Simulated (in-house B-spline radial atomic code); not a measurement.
A fraction x of an electron is removed from 3p in Ni V (Ni4+), starting from [Ar] 3d6 and keeping the highest spin. Computed with an all-electron radial atomic-structure program (B-spline basis): non-relativistic LDA exchange-only, spin-polarised, spherical fractional occupations, point nucleus.

```
   x  E(x) - E(0) (eV)  3p down level (eV)
   0            0.0000            -126.773
 0.1           12.7916            -129.061
0.23           29.7639            -132.056
0.26           33.7360            -132.751
0.49           64.8846            -138.118
 0.5                 ?                   ?
 0.6                 ?                   ?
0.63           84.4519            -141.419
0.85          116.1388            -146.654
0.96          132.4157            -149.292
   1          138.4066            -150.255
```

(1) What belongs in the row x = 0.5?

(2) What belongs in the row x = 0.6?

(3) Check Janak's theorem between x = 0.1 and 0.23.

Results:

(1) An energy change of 66.2670 eV; 3p down at -138.353 eV.

(2) An energy change of 80.2200 eV; 3p down at -140.709 eV.

(3) The slope of the energy is 130.56 eV; the orbital levels give 130.56 eV (-ε of the emptying orbital, averaged over the two points).
